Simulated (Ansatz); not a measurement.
Reactions of FGeH6NO2Si (`[OH][GeH2][NH][SiH](O)F`).

Gas-phase electronic energies from Ansatz, PBE0-D4/def2-TZVP geometries. CCSD(T)/CBS adds triple-zeta CCSD(T) − MP2 to the extrapolated MP2 energy (def2 sets, frozen cores). This one scheme is used for every species. For Ge outer-core shells are correlated without core-valence functions, which leaves a few kJ/mol of doubt a bond. Scalar relativity is left out up to krypton. One conformer a species, not always the lowest.

**Question.** Order these by ΔE at CCSD(T)/CBS, lowest first. (Estimate.)
A. `[OH][GeH2][NH][SiH](O)F` + `C1[O][AlH][SiH2]1` → `O[SiH](F)[NH][GeH3]` + `[OH][Al]1[O]C[SiH2]1`
B. `[OH][GeH2][NH][SiH](O)F` + `C=C[Si@@H](O)[Si@@H](O)F` → `C=C[SiH](O)[GeH2][OH]` + `O[Si@@H](F)N[Si@@H](O)F`
C. `[OH][GeH2][NH][SiH](O)F` + `FCN[SiH3]` → `[OH][GeH2][NH]CF` + `O[SiH](F)N[SiH3]`
D. `[OH][GeH2][NH][SiH](O)F` + `[NH2][GeH3]` → `O[SiH](F)[NH][GeH3]` + `[NH2][GeH2][OH]`
E. `[OH][GeH2][NH][SiH](O)F` + H₂ → `O[SiH](F)[NH][GeH3]` + H₂O
F. `[OH][GeH2][NH][SiH](O)F` + `CBO` → `CBO[SiH](O)F` + `[NH2][GeH2][OH]`

**Answer.** A (-0.92 eV), B (-0.82 eV), F (-0.12 eV), C (+0.03 eV), D (+0.16 eV), E (+0.30 eV).

Largest T1 diagnostic: 0.016, for `C1[O][AlH][SiH2]1`.
